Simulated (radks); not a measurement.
Ne1.875+, configuration [He] 2s2 2p(up 3, down 1.125) (fractional occupations, a model configuration). Calculated with a radial shooting solver on a logarithmic mesh with Libxc functionals: non-relativistic Kohn-Sham, PBE, spin-polarised, spherical densities, point nucleus.

Normalised radial functions P(r) = r R(r), r in bohr:

r         1s up
0.01134  0.6155
0.01397  0.7382
0.01706  0.8742
0.021    1.0348
0.02565  1.2066
0.03158  1.4004
0.03858  1.5956
0.0475   1.7983
0.05801  1.9797
0.07142  2.1361
0.08724  2.2348
0.1074   2.2609
0.1312   2.1941
0.1615   2.0191
0.1973   1.7545
0.2429   1.4047
0.2967   1.0382
0.3653   0.6786
0.4497   0.3869
0.5493   0.1926
0.6763   0.0765
0.826    0.0250
1.017    0.0058
1.242    0.0010
1.529    0.0001
1.868    0.0000
2.3      0.0000
2.809    0.0000

1s up: eigenvalue -877.02 eV, 0 radial nodes, <r> = 0.158 bohr, 90 % of the charge inside 0.283 bohr.
